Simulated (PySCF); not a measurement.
Can point charges reproduce the dipole moment of `C=C(F)[C@@H](F)[C@@H](C)C=O`?

Coordinates (GFN2-xTB, Å) and charges (e) from the PBE0/pcSseg-1 density (PySCF):

| atom | x | y | z | Mulliken | IAO | Hirshfeld | ESP-fitted |
| --- | --- | --- | --- | --- | --- | --- | --- |
| C1 | 2.386 | 1.097 | 0.383 | -0.1692 | -0.3741 | -0.1265 | -0.5810 |
| C2 | 1.713 | 0.189 | -0.293 | +0.1410 | +0.2747 | +0.0800 | +0.3146 |
| F3 | 1.986 | -0.059 | -1.594 | -0.2772 | -0.2730 | -0.0770 | -0.1950 |
| C4 | 0.584 | -0.676 | 0.198 | +0.2208 | +0.1590 | +0.0641 | -0.0816 |
| F5 | 0.529 | -0.621 | 1.571 | -0.3191 | -0.3181 | -0.0817 | -0.1907 |
| C6 | -0.763 | -0.230 | -0.398 | -0.4041 | -0.1743 | -0.0427 | +0.2063 |
| C7 | -1.895 | -1.141 | 0.083 | -0.2076 | -0.4215 | -0.1132 | -0.5272 |
| C8 | -1.071 | 1.187 | 0.032 | +0.3063 | +0.2655 | +0.1268 | +0.4190 |
| O9 | -1.389 | 2.072 | -0.706 | -0.3340 | -0.3721 | -0.2199 | -0.4574 |
| H10 | 2.162 | 1.281 | 1.416 | +0.1411 | +0.1784 | +0.0533 | +0.2247 |
| H11 | 3.175 | 1.663 | -0.077 | +0.1397 | +0.1773 | +0.0598 | +0.2417 |
| H12 | 0.779 | -1.726 | -0.065 | +0.1345 | +0.1560 | +0.0515 | +0.1484 |
| H13 | -0.687 | -0.267 | -1.489 | +0.1543 | +0.1636 | +0.0486 | +0.0306 |
| H14 | -1.720 | -2.162 | -0.249 | +0.1279 | +0.1497 | +0.0497 | +0.1449 |
| H15 | -1.949 | -1.131 | 1.170 | +0.1272 | +0.1514 | +0.0411 | +0.1434 |
| H16 | -2.846 | -0.801 | -0.319 | +0.1378 | +0.1555 | +0.0502 | +0.1540 |
| H17 | -1.001 | 1.337 | 1.126 | +0.0806 | +0.1019 | +0.0359 | +0.0052 |

**Question.** What dipole does each set of charges give (1 e·Å = 4.803 D), and what does the density give?

**Answer.** The full density gives (0.10, -2.18, 1.05) D, 2.42 D in size; dipole vectors point from the negative to the positive end.

```tsv
scheme	μx	μy	μz	size (D)	share of the full size (%)	angle to the full dipole (°)
Mulliken	-0.52	-1.81	1.83	2.62	108	24
IAO	-0.07	-2.21	1.15	2.49	103	4
Hirshfeld	0.29	-1.72	0.76	1.90	79	7
ESP-fitted	0.10	-2.19	1.07	2.44	101	0
```

**Question.** Which set comes closest?

**Answer.** Length of the difference vector: ESP-fitted 0.02 D, IAO 0.20 D, Hirshfeld 0.58 D, Mulliken 1.07 D. Closest: ESP-fitted. 

**Question.** What is left for the Hirshfeld atoms' own dipoles?

**Answer.** The Hirshfeld atoms' densities add up to the full density, so μ = Σ q r + Σ (atomic dipoles). The atomic dipoles sum to (0.10, -2.18, 1.05) − (0.29, -1.72, 0.76) = (-0.19, -0.46, 0.29) D, 0.58 D in size.

**Question.** With the origin at the mean of the coordinates, (0.000, 0.001, 0.046) Å, which are the largest single terms, by size, of the Mulliken dipole along the direction of the full one?

**Answer.** O9 +3.61, F5 -1.91, C8 -1.64, H14 +1.07, H12 +0.99 D; all 17 atoms together +2.40 D. The single terms depend on the origin, their sum doesn't.

**Question.** Give the size of the full dipole in other units.

**Answer.** 2.42 D = 0.953 au = 0.504 e·Å = 8.08 × 10⁻³⁰ C·m.

Geometry: GFN2-xTB, one conformer, isolated molecule.

Shape of the structure used: `[CH2:1]=[C:2]([F:3])[C@@H:4]([F:5])[C@@H:6]([CH3:7])[CH:8]=[O:9]`: C1–C2–C4–F5 -14°, C2–C4–C6–C7 179°, C4–C6–C8–O9 130°.
